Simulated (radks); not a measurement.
Results of a calculation; reference values are marked as such.
All-electron atom: the lithium ion Li+ in [He] (the NIST ground configuration).

Level of theory: Dirac Kohn-Sham, BP86, spin-unpolarised, spherical densities, point nucleus (a radial shooting solver on a logarithmic mesh with Libxc functionals).

Energy parts (eV):
| part | energy |
|---|---|
| total | -198.025 |
| kinetic | 196.958 |
| electron-nucleus | -438.585 |
| Hartree | 89.439 |
| exchange-correlation | -45.837 |

Orbitals (lengths in bohr, moments of r in powers of bohr; r(90%) holds 90 % of the orbital's charge):
orbital  occ.  eigenvalue (eV)   <r^4>  r(90%)  <1/r>  small-component weight
1s1/2       2         -60.5665  0.5668    1.05  2.686                9.63e-05

The highest occupied level is 1s1/2 at -60.567 eV. Summed over all electrons, <r^2> = 0.9118 bohr^2, which gives a Langevin (diamagnetic) susceptibility term of -0.722 x 10^-6 cm^3/mol.
